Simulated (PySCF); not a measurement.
**Radial density of Bi²⁺ (bismuth, charge +2)**

UHF, [Xe] 4f14 5d10 6s2 6p1, 2P determinant. All numbers are calculated (PySCF 2.14, scalar relativity through the core potential, in aug-cc-pVDZ-PP with ECP60MDF (5s4p3d, 32 functions)). This is the valence pseudo-density: the core potential removes the inner electrons and smooths the orbitals near the nucleus.

```json
{"r (bohr)": "0.0185", "4πr²ρ (e/bohr)": "2.484e-05", "4πr²(ρα − ρβ)": "0.0000"}
{"r (bohr)": "0.0311", "4πr²ρ (e/bohr)": "5.969e-05", "4πr²(ρα − ρβ)": "0.0000"}
{"r (bohr)": "0.0523", "4πr²ρ (e/bohr)": "0.0001192", "4πr²(ρα − ρβ)": "0.0000"}
{"r (bohr)": "0.0880", "4πr²ρ (e/bohr)": "0.0002934", "4πr²(ρα − ρβ)": "0.0000"}
{"r (bohr)": "0.148", "4πr²ρ (e/bohr)": "0.002274", "4πr²(ρα − ρβ)": "0.0000"}
{"r (bohr)": "0.249", "4πr²ρ (e/bohr)": "0.03956", "4πr²(ρα − ρβ)": "0.0003"}
{"r (bohr)": "0.419", "4πr²ρ (e/bohr)": "1.418", "4πr²(ρα − ρβ)": "0.0108"}
{"r (bohr)": "0.705", "4πr²ρ (e/bohr)": "16.90", "4πr²(ρα − ρβ)": "0.0890"}
{"r (bohr)": "1.19", "4πr²ρ (e/bohr)": "15.81", "4πr²(ρα − ρβ)": "-0.0261"}
{"r (bohr)": "1.99", "4πr²ρ (e/bohr)": "3.626", "4πr²(ρα − ρβ)": "0.4578"}
{"r (bohr)": "3.35", "4πr²ρ (e/bohr)": "0.5114", "4πr²(ρα − ρβ)": "0.2667"}
{"r (bohr)": "5.64", "4πr²ρ (e/bohr)": "0.01437", "4πr²(ρα − ρβ)": "0.0124"}
{"r (bohr)": "9.49", "4πr²ρ (e/bohr)": "5.654e-05", "4πr²(ρα − ρβ)": "0.0000"}
```

Energies and moments cover only the electrons outside the core potential. Spin-orbit coupling, absent here, splits the open shell strongly.

Q: Where is the radial spin density 4πr²(ρα − ρβ) most negative, and why is it negative at all?

A: Around r = 1.19 bohr, down to -0.0261 e/bohr: exchange with the open shell polarises the paired shells in an unrestricted calculation.
